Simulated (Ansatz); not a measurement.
Calculated with Ansatz (gas phase, PBE0-D4/def2-TZVP geometries, no zero-point term in ΔE). CCSD(T)/CBS adds triple-zeta CCSD(T) − MP2 to the extrapolated MP2 energy (def2 sets, frozen cores). This one scheme is used for every species. DFT in def2-TZVPP. B3LYP here is the variant with VWN-RPA as its local correlation; programs differ in this. For Ge outer-core shells are correlated without core-valence functions, which leaves a few kJ/mol of doubt a bond. Scalar relativity is left out up to krypton.

`[CH3][Ge]([CH3])([F])[Cl]` + H–F → `[CH3][Ge]([CH3])([F])[F]` + HCl  (ligand exchange at a Ge–Cl bond)

**Question.** Is it downhill or uphill in electronic energy at CCSD(T)/CBS, and by how much? (An estimate is asked.)

**Answer.** Computed: Uphill: ΔE = +9.2 kJ/mol.

**Question.** What do these levels give: PBE-D4, r2SCAN-D4, ωB97X-V, ωB97M-V, B2PLYP, B3LYP, MP2/def2-TZVPP, CCSD(T)/def2-TZVPP, HF/def2-QZVPP, SCS-MP2/def2-QZVPP, MP2/CBS(def2), CCSD/CBS(def2)? (An estimate is asked.)

**Answer.** The calculation gave: PBE-D4 9.3, r2SCAN-D4 4.1, ωB97X-V 2.4, ωB97M-V 5.2, B2PLYP 1.9, B3LYP -1.2, MP2/def2-TZVPP 11.5, CCSD(T)/def2-TZVPP 5.4, HF/def2-QZVPP -3.8, SCS-MP2/def2-QZVPP 6.6, MP2/CBS(def2) 15.3, CCSD/CBS(def2) 7.6 kJ/mol.

Largest T1 diagnostic among the species: 0.011.

The D4 term adds +6.4 kJ/mol with B3LYP and +3.5 kJ/mol with PBE0; it sums over pairs of atoms, weighted by their polarisabilities, and B3LYP, whose exchange is more repulsive, gets the larger term. In def2-TZVPP, CCSD(T) changes the Hartree–Fock value by +7.4 kJ/mol (the triples alone add +1.7 kJ/mol) and MP2 by +13.5 kJ/mol.
